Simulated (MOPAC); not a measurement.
MOPAC input (PM3):

```
PM3 PRECISE GNORM=0.05 LET XYZ GEO-OK AUX(PRECISION=9) THREADS=1
H4Cl2Si2

Cl    2.00086400 1    1.73970500 1    0.34416100 1
Si    1.16314600 1   -0.12960600 1    0.00361600 1
Si   -1.16297900 1    0.13073900 1   -0.01039000 1
Cl   -2.00103600 1   -1.74086600 1   -0.33722300 1
H     1.59748900 1   -1.03830400 1    1.08572700 1
H     1.65732700 1   -0.63088800 1   -1.29634900 1
H    -1.59805400 1    1.03162100 1   -1.09875100 1
H    -1.65618900 1    0.64144000 1    1.28625100 1
```

From the output:

```
                                                       MOPAC v23.2.5 Linux

          FINAL HEAT OF FORMATION =        -61.93785 KCAL/MOL =    -259.14797 KJ/MOL

          COSMO AREA              =        152.53 SQUARE ANGSTROMS
          COSMO VOLUME            =        149.86 CUBIC ANGSTROMS

          GRADIENT NORM           =          0.04874          =       0.01723 PER ATOM
          IONIZATION POTENTIAL    =          9.352364 EV
          HOMO LUMO ENERGIES (EV) =         -9.352 -1.895
          NO. OF FILLED LEVELS    =         13
          MOLECULAR WEIGHT        =        131.1086         POINT GROUP:  C2h

          MOLECULAR DIMENSIONS (Angstroms)

            Atom       Atom       Distance
           Cl     4   Cl     1     5.48796
            H     6    H     8     4.20214
            H     7    H     5     3.96911

          SCF CALCULATIONS        =         14

   ATOM   CHEMICAL          X               Y               Z
  NUMBER   SYMBOL      (ANGSTROMS)     (ANGSTROMS)     (ANGSTROMS)

     1      Cl          2.06832515  *   1.76874752  *   0.35070771  *
     2      Si          1.20910678  *  -0.10127167  *   0.00945078  *
     3      Si         -1.20893726  *   0.10241873  *  -0.01630912  *
     4      Cl         -2.06849823  *  -1.76991424  *  -0.34373462  *
     5       H          1.63769172  *  -1.01734290  *   1.09926798  *
     6       H          1.69811311  *  -0.60709757  *  -1.30027603  *
     7       H         -1.63841168  *   1.01073144  *  -1.11216183  *
     8       H         -1.69682707  *   0.61753771  *   1.29028495  *

                             CARTESIAN COORDINATES

   1   Cl        2.068325149     1.768747520     0.350707713
   2   Si        1.209106785    -0.101271666     0.009450783
   3   Si       -1.208937259     0.102418733    -0.016309117
   4   Cl       -2.068498232    -1.769914241    -0.343734623
   5    H        1.637691724    -1.017342904     1.099267981
   6    H        1.698113115    -0.607097567    -1.300276030
   7    H       -1.638411679     1.010731436    -1.112161834
   8    H       -1.696827067     0.617537705     1.290284948

           Empirical Formula: H4 Cl2 Si2  =     8 atoms

      MOLECULAR POINT GROUP   :   C2h

                  EIGENVALUES
 -55.23131 -54.92276 -16.31685 -15.59410 -13.68742 -12.92389 -12.22682 -12.08793
 -11.88259 -10.93463 -10.53030 -10.32503  -9.35236  -1.89496  -0.27708  -0.19855
   1.17288   1.24405   1.42919   2.02787

              NET ATOMIC CHARGES AND DIPOLE CONTRIBUTIONS

  ATOM NO.   TYPE          CHARGE      No. of ELECS.   s-Pop       p-Pop
    1         Cl          -0.281016        7.2810     1.97106     5.30996
    2         Si           0.533153        3.4668     1.00699     2.45986
    3         Si           0.533153        3.4668     1.00699     2.45986
    4         Cl          -0.281016        7.2810     1.97106     5.30996
    5          H          -0.126017        1.1260     1.12602
    6          H          -0.126121        1.1261     1.12612
    7          H          -0.126121        1.1261     1.12612
    8          H          -0.126017        1.1260     1.12602
 DIPOLE           X         Y         Z       TOTAL
 POINT-CHG.     0.000     0.002    -0.012     0.012
 HYBRID         0.000     0.000    -0.001     0.001
 SUM            0.000     0.002    -0.013     0.013

          ATOMIC ORBITAL ELECTRON POPULATIONS

     Atom    s        px        py        pz
    1 Cl   1.97106   1.86066   1.48338   1.96591
    2 Si   1.00699   0.88967   0.70427   0.86592
    3 Si   1.00699   0.88964   0.70383   0.86639
    4 Cl   1.97106   1.86058   1.48215   1.96723
    5  H   1.12602
    6  H   1.12612
    7  H   1.12612
    8  H   1.12602

 **********************
 *                    *
 * JOB ENDED NORMALLY *
 *                    *
 **********************

 == MOPAC DONE ==
```

The geometry given is a B3LYP-D3(BJ)/def2-TZVP minimum.
